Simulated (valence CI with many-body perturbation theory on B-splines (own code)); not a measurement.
The numbers below are computed, except where a source is named.
## Er LXII: what each term of the Hamiltonian does

Level of theory: valence CI with perturbative core correlation (CI+MBPT): five valence electrons over a frozen Dirac-Fock core [He], a basis of 9 s, 9 p, 8 d, 6 f, 3 g, 1 h functions for each j, with the one-electron correlation potential Σ1 (screened to all orders), the two-electron term Σ2, the three-electron term Σ3, Breit, model QED; selected single and double excitations, second order for the rest (own B-spline code, finite nucleus).

The last digits are not significant, and no measured levels were compared; by estimate large intervals hold to a few tenths of a per cent, small ones and those within an open d or f shell to about a per cent. Among the levels kept, up to 1100 cm⁻¹ of a level comes from second order outside the variational space, and about a tenth of that is noise between levels of different J, which matters for small intervals.

Each rung adds one term. CI alone is the Dirac-Coulomb CI over the frozen core; QED comes last and gives the full result, which names the levels. Energies are above (2s^2 2p1/2^2 2p3/2) J=3/2 on the same rung, in eV.

Levels are named by their leading jj configuration (3d3/2^4 stands for four electrons in 3d with j = 3/2), which in mixed levels can hold well under half, so a name can repeat and another be missing. Letters in brackets count levels of one name in rising energy.

```
                             Level  CI alone    + Σ1    + Σ2    + Σ3  + Breit    Full
        (2s^2 2p1/2 2p3/2^2) J=3/2     947.6   947.7   947.7   947.7    934.7   936.2
        (2s^2 2p1/2 2p3/2^2) J=5/2     978.0   978.1   978.2   978.1    957.4   958.9
        (2s^2 2p1/2 2p3/2^2) J=1/2    1013.8  1014.0  1014.1  1014.0   1003.1  1004.5
        (2s 2p1/2^2 2p3/2^2) J=5/2    1257.7  1257.5  1257.2  1257.1   1251.9  1240.0
        (2s 2p1/2^2 2p3/2^2) J=1/2    1344.4  1344.2  1344.0  1343.8   1346.4  1334.5
        (2s 2p1/2^2 2p3/2^2) J=3/2    1351.1  1351.0  1350.5  1350.3   1347.8  1335.8
              (2s^2 2p3/2^3) J=3/2    1966.1  1966.4  1966.5  1966.4   1939.9  1942.6
      (2s 2p1/2 2p3/2^3) J=3/2 [a]    2225.7  2225.8  2225.6  2225.4   2211.5  2201.0
          (2s 2p1/2 2p3/2^3) J=5/2    2272.8  2272.9  2272.6  2272.4   2250.7  2240.2
          (2s 2p1/2 2p3/2^3) J=1/2    2320.9  2320.9  2320.5  2320.3   2306.6  2296.1
      (2s 2p1/2 2p3/2^3) J=3/2 [b]    2334.5  2334.6  2334.2  2333.9   2315.9  2305.3
           (2p1/2^2 2p3/2^3) J=3/2    2668.7  2668.5  2667.7  2667.3   2664.4  2640.7
                (2s 2p3/2^4) J=1/2    3285.0  3285.2  3285.0  3284.8   3258.7  3249.6
             (2p1/2 2p3/2^4) J=1/2    3643.9  3643.8  3643.2  3642.8   3626.5  3604.0
           (2s^2 2p1/2^2 3s) J=1/2    7417.8  7418.1  7418.3  7418.1   7411.0  7413.3
        (2s^2 2p1/2^2 3p1/2) J=1/2    7510.0  7510.2  7510.3  7510.1   7507.0  7505.5
        (2s^2 2p1/2^2 3p3/2) J=3/2    7805.6  7805.8  7805.8  7805.7   7798.0  7796.9
        (2s^2 2p1/2^2 3d3/2) J=3/2    7888.8  7889.1  7889.2  7889.1   7880.9  7879.3
        (2s^2 2p1/2^2 3d5/2) J=5/2    7976.1  7976.4  7976.5  7976.4   7965.7  7964.3
   (2s^2 2p1/2 2p3/2 3s) J=3/2 [a]    8379.5  8379.9  8380.0  8379.8   8358.0  8361.7
       (2s^2 2p1/2 2p3/2 3s) J=1/2    8388.9  8389.3  8389.4  8389.2   8367.3  8371.1
       (2s^2 2p1/2 2p3/2 3s) J=5/2    8405.4  8405.8  8405.9  8405.7   8377.2  8381.0
   (2s^2 2p1/2 2p3/2 3s) J=3/2 [b]    8410.5  8410.9  8411.0  8410.8   8383.2  8387.0
    (2s^2 2p1/2 2p3/2 3p1/2) J=1/2    8470.4  8470.8  8470.8  8470.7   8453.0  8452.9
(2s^2 2p1/2 2p3/2 3p1/2) J=3/2 [a]    8478.8  8479.1  8479.1  8479.0   8459.1  8459.0
    (2s^2 2p1/2 2p3/2 3p1/2) J=5/2    8497.8  8498.2  8498.2  8498.0   8472.4  8472.4
(2s^2 2p1/2 2p3/2 3p1/2) J=3/2 [b]    8529.6  8530.0  8530.0  8529.8   8508.4  8508.4
       (2s 2p1/2^2 2p3/2 3s) J=5/2    8648.7  8648.8  8648.7  8648.5   8635.1  8625.8
   (2s 2p1/2^2 2p3/2 3s) J=3/2 [a]    8674.6  8674.7  8674.6  8674.3   8662.0  8652.6
       (2s 2p1/2^2 2p3/2 3s) J=1/2    8729.9  8730.0  8729.8  8729.6   8716.4  8708.8
   (2s 2p1/2^2 2p3/2 3s) J=3/2 [b]    8740.3  8740.4  8740.2  8739.9   8728.6  8719.7
```

How does the ionisation energy move along the ladder, and which term matters most?

CI alone 13868, + Σ1 13868, + Σ2 13868, + Σ3 13868, + Breit 13857, + QED 13855 eV. The largest step is Breit, -11 eV. NIST lists 13855 ± 12 eV (theoretical).
